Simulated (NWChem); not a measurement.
System: BeHOI; SMILES [OH][Be][I]

Input file for NWChem:

```
start job
memory heap 200 mb stack 900 mb global 1100 mb
geometry units angstroms noautoz
  Be     0.025795     1.569629    -0.000000
  I     -0.033211    -0.612699     0.000000
  O      0.093137     2.974887     0.000000
  H     -0.344350     3.830562     0.000000
end
basis spherical
  * library def2-svp
end
ecp
  I library def2-ecp
end
dft
  xc hcth407
  iterations 150
  mulliken
end
task dft energy
```

Parts of the log:

```
             Northwest Computational Chemistry Package (NWChem) 7.3.0
             --------------------------------------------------------

 CS  symmetry detected

                             Geometry "geometry" -> ""
                             -------------------------

 Output coordinates in angstroms (scale by  1.889725989 to convert to a.u.)

  No.       Tag          Charge          X              Y              Z
 ---- ---------------- ---------- -------------- -------------- --------------
    1 Be                   4.0000     0.00476683     1.54852634     0.00000000
    2 I                   53.0000     0.00224246    -0.63459776     0.00000000
    3 O                    8.0000     0.03572900     2.95505623     0.00000000
    4 H                    1.0000    -0.42374984     3.79912600     0.00000000

 Effective nuclear repulsion energy (a.u.)     137.5519458228

      Symmetry information
      --------------------

 Group name             Cs
 Group number              2
 Group order               2
 No. of unique centers     4

                                 NWChem DFT Module
                                 -----------------

 Summary of "ao basis" -> "ao basis" (spherical)
 ------------------------------------------------------------------------------
       Tag                 Description            Shells   Functions and Types
 ---------------- ------------------------------  ------  ---------------------
 Be                         def2-svp                 5        9   3s2p
 I                          def2-svp                10       26   4s4p2d
 O                          def2-svp                 6       14   3s2p1d
 H                          def2-svp                 3        5   2s1p

      Symmetry analysis of basis
      --------------------------

        a'         39
        a"         15

            General Information
            -------------------
          SCF calculation type: DFT
          Wavefunction type:  closed shell.
          No. of atoms     :     4
          No. of electrons :    38
           Alpha electrons :    19
            Beta electrons :    19
          Charge           :     0
          Spin multiplicity:     1
          Use of symmetry is: on ; symmetry adaption is: on
          Maximum number of iterations: 150
          AO basis - number of functions:    54
                     number of shells:    24
          Convergence on energy requested:  1.00D-06
          Convergence on density requested:  1.00D-05
          Convergence on gradient requested:  5.00D-04

              XC Information
              --------------
                      HCTH407 Method XC Functional
                      HCTH407  Exchange Functional  1.000
                   HCTH407  Correlation Functional  1.000

             Grid Information
             ----------------
          Grid used for XC integration:  medium
          Radial quadrature: Mura-Knowles
          Angular quadrature: Lebedev.
          Tag              B.-S. Rad. Rad. Pts. Rad. Cut. Ang. Pts.
          ---              ---------- --------- --------- ---------
          Be                  1.05       49           8.0       434
          I                   1.40      123          11.0       590
          O                   0.60       49          10.0       434
          H                   0.35       45          12.0       434
          Grid pruning is: on
          Number of quadrature shells:   266
          Spatial weights used:  Erf1

      Superposition of Atomic Density Guess
      -------------------------------------

 Sum of atomic energies:        -436.87127962

      Non-variational initial energy
      ------------------------------

 Total energy =    -386.966516
 1-e energy   =    -786.761464
 2-e energy   =     325.737774
 HOMO         =      -0.365785
 LUMO         =      -0.021576

      Symmetry analysis of molecular orbitals - initial
      -------------------------------------------------

  Numbering of irreducible representations:

     1 a'          2 a"

  Orbital symmetries:

     1 a'          2 a'          3 a'          4 a'          5 a"
     6 a'          7 a'          8 a'          9 a"         10 a"
    11 a'         12 a'         13 a'         14 a'         15 a'
    16 a"         17 a'         18 a'         19 a"         20 a'
    21 a'         22 a"         23 a'         24 a'         25 a'
    26 a"         27 a'         28 a'         29 a'

     ---------------------------------------------
      Total Density - Mulliken Population Analysis
     ---------------------------------------------

    Atom       Charge   Shell Charges
 -----------   ------   -------------------------------------------------------
    1 Be   4     3.15   1.99  0.47  0.06  0.54  0.07
    2 I   25    25.29   1.83  0.22  1.22  0.66  2.92  3.13  2.63  2.67  9.82  0.19
    3 O    8     8.94   1.99  1.10  0.62  3.21  2.01  0.00
    4 H    1     0.62   0.51  0.06  0.06

   convergence    iter        energy       DeltaE   RMS-Dens  Diis-err
 ---------------- ----- ----------------- --------- --------- ---------
 d= 0,ls=0.0,diis     1   -388.9428693498 -4.63D+02  2.77D-02  5.83D-01
 d= 0,ls=0.0,diis     2   -388.6376812889  3.05D-01  1.70D-02  3.52D+00
 d= 0,ls=0.0,diis     3   -389.0197213483 -3.82D-01  3.25D-03  2.29D-02
 d= 0,ls=0.0,diis     4   -389.0219206362 -2.20D-03  1.66D-03  5.31D-03
 d= 0,ls=0.0,diis     5   -389.0228899577 -9.69D-04  4.97D-04  5.56D-04
  Resetting Diis
 d= 0,ls=0.0,diis     6   -389.0229903138 -1.00D-04  8.43D-05  1.49D-05
 d= 0,ls=0.0,diis     7   -389.0229921286 -1.81D-06  3.01D-05  6.55D-07
 d= 0,ls=0.0,diis     8   -389.0229920615  6.70D-08  1.42D-05  1.41D-06
 d= 0,ls=0.0,diis     9   -389.0229921934 -1.32D-07  4.21D-06  9.84D-08

[...]
```

Level: HCTH/407/def2-SVP with def2 effective core potentials on I. Structure relaxed at the PBE-D3(BJ)/def2-SVP level. def2 effective core potentials on I; no spin-orbit coupling.
